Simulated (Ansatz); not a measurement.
A single point on CH7FSiSn (`F[CH]([SiH3])[SnH3]`).

```yaml
crystal:
  periodic: [false, false, false]
  atoms:
    - {symbol: F, position_ang: [-1.725223, 0.994081, -0.152959]}
    - {symbol: C, position_ang: [-0.360487, 0.694371, -0.274725]}
    - {symbol: Si, position_ang: [0.485807, 0.834111, 1.404351]}
    - {symbol: Sn, position_ang: [-0.180148, -1.272135, -1.195767]}
    - {symbol: H, position_ang: [0.073733, 1.415825, -0.976772]}
    - {symbol: H, position_ang: [0.332971, 2.196531, 1.978639]}
    - {symbol: H, position_ang: [1.928623, 0.538810, 1.188122]}
    - {symbol: H, position_ang: [-0.085922, -0.164511, 2.343427]}
    - {symbol: H, position_ang: [-0.663460, -2.462277, -0.074557]}
    - {symbol: H, position_ang: [1.446975, -1.525169, -1.648904]}
    - {symbol: H, position_ang: [-1.187369, -1.306836, -2.570254]}
basis:
  gaussian: {orbitals: def2-QZVPP}
correlation: {method: mp2}
```

```sh
$ ansatz run in.yaml --threads 4 --pin off --events-out ev --progress --plain --max-ram 10444MiB
```

Shortened log:

```
Functional definition: HF
2846 factors; integrals over basis functions are off by at most 8.1e-4 eV
mean field evaluation 1: about -17513.4635 eV, gradient 2.7e1 eV
mean field evaluation 2: about -17513.5715 eV, gradient 2.7e1 eV
mean field evaluation 4: about -17515.8875 eV, gradient 3.9e0 eV
mean field evaluation 8: about -17515.9396 eV, gradient 2.5e-1 eV
mean field -17515.93983376 eV, -643.6989161603 hartree, gradient 2.0e-6 eV, S^2 0.000000; 0 other end points of the search recorded, 0 dependent functions left out
11 core orbitals not correlated: weight in the atoms' cores, before any rotation towards them, 1.000 or more for the frozen orbitals, at most 0.000 for the correlated occupied ones
reference -17515.93983376 eV, -643.6989161603 hartree; 18, 18 occupied and 447, 447 virtual orbitals, 2846 factors
second order -31.16026693 eV of doubles, -0.00000000 eV of singles
Total energy: -17547.10010069 eV, -644.8440348488 hartree
```

Hardware: 4 threads of a server CPU on a shared host. Wall time 91 s, peak host memory 2.9 GiB.
